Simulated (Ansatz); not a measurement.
A search over several starts for the lowest SCF solution of Ga₃Sb₂⁺ at the given spin, in a small basis.

```yaml
crystal:
  periodic: [false, false, false]
  atoms:
    - {symbol: Ga, position_ang: [0.743391, -0.229576, 2.013514]}
    - {symbol: Ga, position_ang: [-2.249839, -0.408410, -1.533028]}
    - {symbol: Ga, position_ang: [2.026608, 0.732532, -0.125717]}
    - {symbol: Sb, position_ang: [0.215295, -1.419135, -0.509226]}
    - {symbol: Sb, position_ang: [-0.735457, 1.324588, 0.154456]}
basis:
  gaussian: {orbitals: def2-SVP, initial_orbitals: start.molden}
total_charge: 1
magnetization: {spin_polarized: true, initial_magnetization: 4}
hamiltonian: {xc: pbe0, dispersion: d4}
output: {orbitals: {seedname: orbitals}}
```

The file start.molden holds the orbitals of an earlier run on this structure, at another level or in another basis.

```sh
$ ansatz run in.yaml --threads 4 --pin off --events-out ev --progress --plain --max-ram 4787MiB
```

Output, abridged:

```
Functional definition: PBE0
1625 factors; integrals over basis functions are off by at most 3.0e-4 eV
mean field evaluation 1: about -170163.4155 eV, gradient 4.0e0 eV
mean field evaluation 2: about -170163.5056 eV, gradient 1.1e-1 eV
mean field evaluation 4: about -170163.5335 eV, gradient 3.7e-4 eV
mean field evaluation 8: about -170157.8903 eV, gradient 2.5e1 eV
mean field evaluation 16: about -170163.5293 eV, gradient 4.9e-1 eV
mean field evaluation 32: about -170163.5335 eV, gradient 4.3e-5 eV
mean field -170163.53351425 eV, -6253.3945156630 hartree, gradient 1.7e-5 eV, S^2 6.020384; 5 other end points of the search recorded, 0 dependent functions left out
reference -170163.53354430 eV, -6253.3945167675 hartree; 71, 67 occupied and 77, 81 virtual orbitals, 1625 factors
Total energy: -170163.84815004 eV, -6253.4060783151 hartree
```

Hardware: 4 threads of Arm Neoverse V1 on a shared host. Wall time 17 s, peak host memory 0.83 GiB.

In the def2 sets Sb takes a core potential; there is no spin–orbit coupling. At PBE0-D4/def2-TZVP a singlet of charge 1 lies 1.25 eV below the quintet, each at its own geometry. The structure comes from a short search, and lower isomers may exist.
